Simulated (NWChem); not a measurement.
System: AlH3, triplet; SMILES of the neutral closed-shell parent [AlH3]

The following NWChem deck was run.

```
start job
memory heap 200 mb stack 700 mb global 900 mb
geometry units angstroms noautosym nocenter noautoz
  Al     0.255084     0.241631    -0.328073
  H     -0.997736    -0.442991     0.838005
  H      1.093457     1.219342     0.611389
  H     -0.361226    -1.017983     0.868409
end
basis spherical
  * library 6-31g*
end
dft
  odft
  mult 3
  xc hfexch
  iterations 150
  mulliken
end
task dft energy
esp
  recalculate
  probe 0.07
  range 0.3
  factor 1.0
  spacing 0.02
end
task esp
```

NWChem printed, in part:

```
             Northwest Computational Chemistry Package (NWChem) 7.3.0
             --------------------------------------------------------

                             Geometry "geometry" -> ""
                             -------------------------

 Output coordinates in angstroms (scale by  1.889725989 to convert to a.u.)

  No.       Tag          Charge          X              Y              Z
 ---- ---------------- ---------- -------------- -------------- --------------
    1 Al                  13.0000     0.25508400     0.24163100    -0.32807300
    2 H                    1.0000    -0.99773600    -0.44299100     0.83800500
    3 H                    1.0000     1.09345700     1.21934200     0.61138900
    4 H                    1.0000    -0.36122600    -1.01798300     0.86840900

 Effective nuclear repulsion energy (a.u.)      12.7904166080

  xc_inp: hfexch multiplicative factor not found.

                                 NWChem DFT Module
                                 -----------------

 Summary of "ao basis" -> "ao basis" (spherical)
 ------------------------------------------------------------------------------
       Tag                 Description            Shells   Functions and Types
 ---------------- ------------------------------  ------  ---------------------
 Al                          6-31g*                  8       18   4s3p1d
 H                           6-31g*                  2        2   2s

            General Information
            -------------------
          SCF calculation type: DFT
          Wavefunction type:  spin polarized.
          No. of atoms     :     4
          No. of electrons :    16
           Alpha electrons :     9
            Beta electrons :     7
          Charge           :     0
          Spin multiplicity:     3
          Use of symmetry is: off; symmetry adaption is: off
          Maximum number of iterations: 150
          AO basis - number of functions:    24
                     number of shells:    14
          Convergence on energy requested:  1.00D-06
          Convergence on density requested:  1.00D-05
          Convergence on gradient requested:  5.00D-04

              XC Information
              --------------
                     Hartree-Fock (Exact) Exchange  1.000

      Superposition of Atomic Density Guess
      -------------------------------------

 Sum of atomic energies:        -243.35334832

      Non-variational initial energy
      ------------------------------

 Total energy =    -243.352441
 1-e energy   =    -363.382054
 2-e energy   =     107.239196
 HOMO         =      -0.152883
 LUMO         =      -0.050016

     ---------------------------------------------
      Total Density - Mulliken Population Analysis
     ---------------------------------------------

    Atom       Charge   Shell Charges
 -----------   ------   -------------------------------------------------------
    1 Al  13    13.02   2.00  2.00  5.97  0.99  0.80  0.46  0.73  0.06
    2 H    1     0.95   0.43  0.51
    3 H    1     1.09   0.44  0.65
    4 H    1     0.95   0.43  0.51

     --------------------------------------------
      Spin Density - Mulliken Population Analysis
     --------------------------------------------

    Atom       Charge   Shell Charges
 -----------   ------   -------------------------------------------------------
    1 Al  13     1.55   0.00  0.00  0.00  0.20  0.47  0.17  0.69  0.01
    2 H    1     0.13   0.03  0.10
    3 H    1     0.19   0.07  0.12
    4 H    1     0.13   0.03  0.10

   convergence    iter        energy       DeltaE   RMS-Dens  Diis-err
 ---------------- ----- ----------------- --------- --------- ---------
 d= 0,ls=0.0,diis     1   -243.4818107271 -2.56D+02  1.06D-02  1.72D-02
                                                     4.73D-03  1.54D-02
 d= 0,ls=0.0,diis     2   -243.5072310686 -2.54D-02  5.16D-03  1.99D-03
                                                     2.68D-03  1.99D-03
 d= 0,ls=0.0,diis     3   -243.5121287296 -4.90D-03  2.33D-03  2.09D-04
                                                     1.41D-03  3.00D-04
 d= 0,ls=0.0,diis     4   -243.5129862914 -8.58D-04  1.29D-03  5.30D-05
                                                     7.81D-04  5.74D-05
 d= 0,ls=0.0,diis     5   -243.5132050657 -2.19D-04  1.03D-03  1.51D-05
                                                     6.39D-04  1.33D-05
  Resetting Diis
 d= 0,ls=0.0,diis     6   -243.5132702261 -6.52D-05  1.11D-04  6.09D-07
                                                     9.36D-05  5.28D-07
 d= 0,ls=0.0,diis     7   -243.5132718151 -1.59D-06  2.39D-05  6.21D-08
                                                     1.03D-05  3.07D-08
 d= 0,ls=0.0,diis     8   -243.5132719227 -1.08D-07  3.34D-05  2.21D-08
                                                     1.55D-05  1.33D-08
 d= 0,ls=0.0,diis     9   -243.5132719934 -7.07D-08  9.96D-06  2.02D-09
                                                     5.16D-06  1.63D-09

         Total DFT energy =     -243.513271993441
      One electron energy =     -363.604072199716
           Coulomb energy =      126.425365342802
    Exchange-Corr. energy =      -19.124981744497
 Nuclear repulsion energy =       12.790416607971

 Numeric. integr. density =        0.000000000000

                    DFT Final Alpha Molecular Orbital Analysis
                    ------------------------------------------

 Vector    7  Occ=1.000000D+00  E=-5.008111D-01
              MO Center=  7.0D-01,  7.6D-01,  2.3D-01, r^2= 2.0D+00
   Bfn.  Coefficient  Atom+Function         Bfn.  Coefficient  Atom+Function
  ----- ------------  ---------------      ----- ------------  ---------------
     6      0.416792  1 Al s                 22      0.295827  3 H  s
    21      0.261494  3 H  s                 10      0.219356  1 Al s
     2     -0.188426  1 Al s                 20     -0.138714  2 H  s
    24     -0.138714  4 H  s                  8      0.123013  1 Al py
    19     -0.113214  2 H  s                 23     -0.113214  4 H  s

 Vector    8  Occ=1.000000D+00  E=-3.416327D-01
              MO Center=  2.1D-01,  1.8D-01, -6.6D-01, r^2= 2.8D+00
   Bfn.  Coefficient  Atom+Function         Bfn.  Coefficient  Atom+Function
  ----- ------------  ---------------      ----- ------------  ---------------
     6      0.411705  1 Al s                  9     -0.388588  1 Al pz
    10      0.359295  1 Al s                 22     -0.255368  3 H  s
     8     -0.189876  1 Al py                13     -0.180578  1 Al pz
    21     -0.171943  3 H  s                  7     -0.152976  1 Al px
     2     -0.146748  1 Al s                  5      0.141197  1 Al pz

 Vector    9  Occ=1.000000D+00  E=-2.533202D-01
              MO Center=  1.2D-02, -1.3D-02, -6.0D-02, r^2= 3.5D+00
   Bfn.  Coefficient  Atom+Function         Bfn.  Coefficient  Atom+Function
  ----- ------------  ---------------      ----- ------------  ---------------
     7      0.386898  1 Al px                20     -0.370510  2 H  s
    24      0.370511  4 H  s                  8     -0.349507  1 Al py
    11      0.305295  1 Al px                12     -0.275791  1 Al py
     3     -0.133870  1 Al px                 4      0.120932  1 Al py
    19     -0.096716  2 H  s                 23      0.096716  4 H  s

 Vector   10  Occ=0.000000D+00  E= 9.245621D-02
              MO Center=  4.3D-01,  4.1D-01, -7.2D-01, r^2= 5.8D+00
   Bfn.  Coefficient  Atom+Function         Bfn.  Coefficient  Atom+Function
  ----- ------------  ---------------      ----- ------------  ---------------
    12      0.758029  1 Al py                11      0.713112  1 Al px
    13     -0.593881  1 Al pz                20      0.456840  2 H  s
    24      0.456871  4 H  s                 10     -0.293085  1 Al s
    22     -0.252257  3 H  s                  8      0.176527  1 Al py
     7      0.166042  1 Al px                 9     -0.137787  1 Al pz

[...]

                     NWChem Electrostatic Potential Fit Module
                     -----------------------------------------

 Atom parameters

 Number of atoms is                                    4
 Number of basis functions is                         24

 Grid parameters

 Maximum number of grid points is                  22908
 Number of grid points is                          22907
 Grid range                                     0.300000 nm
 Grid spacing                                   0.020000 nm
 Probe radius                                   0.070000 nm
 Atom radius factor                             1.000000

 Atomic radii

    1    0.100000
   13    0.195000
 FASTESP  F
  using M.O. file = ./job.movecs

    Atom              Coordinates                           Charge

                                                  ESP

    1 Al    0.025508    0.024163   -0.032807   -0.007008
    2 H    -0.099774   -0.044299    0.083801    0.064985
    3 H     0.109346    0.121934    0.061139   -0.124379
    4 H    -0.036123   -0.101798    0.086841    0.066402
                                            ------------
                                               -0.000000

 Dipole moment                                  0.641381

 Quadrupole moment Qxx                          0.066402
                   Qyy                          0.022194
                   Qzz                         -0.088596

 RMS deviation kJ/mol                           0.171918

 RRMS %                                        59.681214
```

Level: UHF/6-31G* (spherical d). The geometry was optimised at PBE0/def2-SVP, spin-unrestricted. This spin state was assumed; another may lie lower. No stability test was run on the SCF state.
